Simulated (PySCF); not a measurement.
Compound: C4H4ClF3O.
SMILES with atom numbers: `[CH3:1][C@H:2]([F:3])[C:4]([F:5])([F:6])[C:7](=[O:8])[Cl:9]` (hydrogens: H10, H11, H12 on C1; H13 on C2)

Theory: PBE0-D3(BJ)/def2-SVP geometry optimisation, gas phase (PySCF).

(1) List the bond lengths, angles and torsions at this level.

## Answers

(1) 
```json
{"bond": "C1–C2", "length (Å)": "1.505"}
{"bond": "C2–F3", "length (Å)": "1.374"}
{"bond": "C2–C4", "length (Å)": "1.524"}
{"bond": "C4–F5", "length (Å)": "1.352"}
{"bond": "C4–F6", "length (Å)": "1.338"}
{"bond": "C4–C7", "length (Å)": "1.546"}
{"bond": "C7=O8", "length (Å)": "1.182"}
{"bond": "C7–Cl9", "length (Å)": "1.751"}
{"bond": "C1–H10, C1–H11, C1–H12", "length (Å)": "1.098"}
{"bond": "C2–H13", "length (Å)": "1.102"}
```

Bonds in one row agree within 0.01 Å and their mean is given. A selection of angles:
```json
{"angle": "C1–C2–F3", "degrees": "110.5"}
{"angle": "C1–C2–C4", "degrees": "112.5"}
{"angle": "F3–C2–C4", "degrees": "106.3"}
{"angle": "C2–C4–F5", "degrees": "109.1"}
{"angle": "C2–C4–F6", "degrees": "110.7"}
{"angle": "C2–C4–C7", "degrees": "110.9"}
{"angle": "F5–C4–F6", "degrees": "108.1"}
{"angle": "F5–C4–C7", "degrees": "106.6"}
{"angle": "F6–C4–C7", "degrees": "111.2"}
{"angle": "C4–C7–O8", "degrees": "122.1"}
{"angle": "C4–C7–Cl9", "degrees": "114.3"}
{"angle": "O8–C7–Cl9", "degrees": "123.5"}
```

Torsions: C1–C2–C4–F5 -63° (synclinal); C2–C4–C7–O8 43° (synclinal).

Of the pairs four or more bonds apart, O8···H13 is among the closest relative to their van der Waals radii: 2.60 Å, 96 % of the sum of Bondi's values. The 3 C–F bonds span 1.338 Å (C4–F6, drawn single) to 1.374 Å (C2–F3, drawn single), a spread of 0.036 Å. The C–C distances run from 1.505 Å (C1–C2, drawn single) to 1.546 Å (C4–C7, drawn single), a spread of 0.041 Å.

Point group: C1 (no symmetry element, even within 0.4 Å). Not checked by PBE0-D3(BJ)/def2-SVP frequencies. The numbers are those of one conformer.
